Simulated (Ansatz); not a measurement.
Consider the hydrogenolysis of a Ga–C bond: `C[CH2][GaH][NH2]` + H₂ → `[NH2][GaH2]` + `CC`.

Calculated with Ansatz (gas phase, PBE0-D4/def2-TZVP geometries, no zero-point term in ΔE). CCSD(T)/CBS adds triple-zeta CCSD(T) − MP2 to the extrapolated MP2 energy (def2 sets, frozen cores). This one scheme is used for every species. For Ga outer-core shells are correlated without core-valence functions, which leaves a few kJ/mol of doubt a bond. Scalar relativity is left out up to krypton. One conformer a species, not always the lowest.

```json
{"species": "`C[CH2][GaH][NH2]`", "SCS-MP2/def2-QZVPP energy (Eh)": "-2059.26252"}
{"species": "H₂", "SCS-MP2/def2-QZVPP energy (Eh)": "-1.17321"}
{"species": "`[NH2][GaH2]`", "SCS-MP2/def2-QZVPP energy (Eh)": "-1980.78060"}
{"species": "`CC`", "SCS-MP2/def2-QZVPP energy (Eh)": "-79.66948"}
```

(1) Work out ΔE.

(2) What do rigid-rotor, harmonic-oscillator terms from PBE0-D4/def2-TZVP frequencies (298.15 K, 1 bar) make of the CCSD(T)/CBS value? (An estimate is asked.)

Largest T1 diagnostic among the species: 0.014.

Answers

(1) ΔE = (-1980.78060) + (-79.66948) − (-2059.26252) − (-1.17321) = -0.01435 Eh = -0.39 eV. CCSD(T)/CBS gives -0.35 eV.

(2) Computed: ΔZPE = +0.17 eV, ΔH = -0.23 eV, ΔS = 14 J/(mol·K), ΔG = -0.27 eV.

At CCSD(T), def2-SVP lies −0.20 eV from the extrapolated value and def2-TZVPP −0.05 eV. From BLYP to BHLYP (50 % exact exchange), in def2-TZVPP and without D4, ΔE moves by −0.07 eV.
